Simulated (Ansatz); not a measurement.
`N[SiH](N)Cl` + `[OH]`• → `[NH][SiH](N)Cl`• + H₂O  (hydrogen abstraction from the N–H bond)

Isolated molecules relaxed with PBE0-D4/def2-TZVP in Ansatz; ΔE leaves out vibrations. CBS: MP2 limit from def2 TZ/QZ plus the TZ coupled-cluster correction, frozen cores. This one scheme is used for every species. No spin–orbit coupling; open shells (•) take unrestricted orbitals. One conformer a species, not always the lowest.

```tsv
species	CCSD(T)/CBS(def2) energy (Eh)
`N[SiH](N)Cl`	-861.39897
`[OH]`•	-75.67771
`[NH][SiH](N)Cl`•	-860.70442
H₂O	-76.37941
```

Task: Work out ΔE.

Result: ΔE = (-860.70442) + (-76.37941) − (-861.39897) − (-75.67771) = -0.00715 Eh = -18.8 kJ/mol.

Largest T1 diagnostic among the species: 0.012.

From BLYP to BHLYP (50 % exact exchange), in def2-TZVPP and without D4, ΔE moves by +27.5 kJ/mol. At CCSD(T), def2-SVP lies +15.8 kJ/mol from the extrapolated value and def2-TZVPP +3.9 kJ/mol. In def2-TZVPP, CCSD(T) changes the Hartree–Fock value by −27.7 kJ/mol (the triples alone add −2.4 kJ/mol) and MP2 by −30.3 kJ/mol.
